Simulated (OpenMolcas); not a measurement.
An atom or ion with 62 electrons was computed by MS-CASPT2, IPEA 0.25 Eh, imaginary shift 0.1 Eh with spin-orbit coupling (OpenMolcas, ANO-RCC-VTZP, DKH2). The lowest levels that the run gave, each within 12 % of the measured value where one is at hand:

```json
{"J": "6", "Parity": "even", "E (cm⁻¹)": "0.0", "g": "1.494"}
{"J": "5", "Parity": "even", "E (cm⁻¹)": "2120", "g": "1.495"}
{"J": "4", "Parity": "even", "E (cm⁻¹)": "3430", "g": "1.496"}
{"J": "3", "Parity": "even", "E (cm⁻¹)": "4440", "g": "1.496"}
{"J": "2", "Parity": "even", "E (cm⁻¹)": "5170", "g": "1.497"}
{"J": "1", "Parity": "even", "E (cm⁻¹)": "5650", "g": "1.497"}
{"J": "0", "Parity": "even", "E (cm⁻¹)": "5880", "g": ""}
{"J": "4", "Parity": "even", "E (cm⁻¹)": "20480", "g": "1.492"}
{"J": "3", "Parity": "even", "E (cm⁻¹)": "26450", "g": "1.490"}
{"J": "6", "Parity": "even", "E (cm⁻¹)": "28320", "g": "1.304"}
{"J": "2", "Parity": "even", "E (cm⁻¹)": "28810", "g": "1.488"}
{"J": "10", "Parity": "even", "E (cm⁻¹)": "29320", "g": "1.195"}
```

Which ion is it, and what are the configurations and terms?

Tb IV (Z = 65, charge +3; active space 8 electrons in 7 orbitals (4f)). J, parity and g give the terms where levels are pure, and mixed ones are named by the computed weights; the size of the splittings, set against known spectra of the 62-electron sequence, gives the charge. In order, with the measured energies in cm⁻¹ (Martin, Zalubas and Hagan, Atomic Energy Levels: The Rare-Earth Elements, NSRDS-NBS 60 (1978)): 4f⁸ ⁷F₆, 4f⁸ ⁷F₅ (2052), 4f⁸ ⁷F₄ (3314), 4f⁸ ⁷F₃ (4292), 4f⁸ ⁷F₂ (4978), 4f⁸ ⁷F₁ (5432), 4f⁸ ⁷F₀ (5654), 4f⁸ ⁵D₄(1), 4f⁸ ⁵D₃(1), 4f⁸ ⁵G₆(1) [73 %], 4f⁸ ⁵D₂(1), 4f⁸ ⁵L₁₀.

CASPT2 breaks the degeneracy within a term, and the mean is taken; among the terms shown or strongly mixed into the levels shown the widest spread is 120 cm-1 (4f⁸ ⁵H(1)). Blocks of more than 70 roots (2S+1 = 5 even, 3 even) ran without multistate coupling. High states are left out of the spin-orbit mixing, which shifts the levels that they would mix with. Computed and measured levels are paired by configuration, term and J; levels that our copy of the source lacks, or whose pairing is in doubt (as where it misses far off the trend of its configuration), stay unpaired and out of the deviations. Only configurations of the active space appear.

A share in square brackets marks a mixed level and gives the weight of the term that names it. A number in round brackets counts repeated terms of one configuration in the order of the reference energies.
